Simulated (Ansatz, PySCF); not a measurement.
Reaction (SMILES): [SiH3][Si](Cl)(Cl)Cl -> [SiH3] (SiH3) + Cl[Si](Cl)Cl (the Si-Si bond at the site shown breaks; other sites are not compared here)
Geometries: B3LYP-D3(BJ)/def2-TZVP minima from Ansatz (a program for electronic structure).

Property: bond dissociation energy (0 K, with B3LYP-D3(BJ) harmonic zero-point energies from PySCF), in eV. Correlated levels leave the core frozen unless marked. UHF or UKS for open shells. No spin-orbit coupling. Non-relativistic. CBS(X,Y): correlation extrapolated as X^-3; Hartree-Fock from the larger set. The bracket is a focal-point correction in the basis named.

Level to compare with: RI-MP2/CBS(cc-pV(T+d)Z,cc-pV(Q+d)Z)+[CCSD(T)-MP2]/cc-pV(T+d)Z (Ansatz), 3.40 eV. It is a level with limits of its own, and the differences hold the functionals' basis error too.

**Question.** Rank these functionals by how close they come to RI-MP2/CBS(cc-pV(T+d)Z,cc-pV(Q+d)Z)+[CCSD(T)-MP2]/cc-pV(T+d)Z, closest first: revPBE/def2-TZVPD (Ansatz); B97M-V/def2-TZVPD (Ansatz); r2SCAN0/def2-TZVPD (Ansatz).

**Answer.** B97M-V/def2-TZVPD (meta-GGA with VV10, 3.27 eV, difference -0.13), r2SCAN0/def2-TZVPD (hybrid meta-GGA, 3.04 eV, difference -0.36), revPBE/def2-TZVPD (GGA, 2.84 eV, difference -0.56)
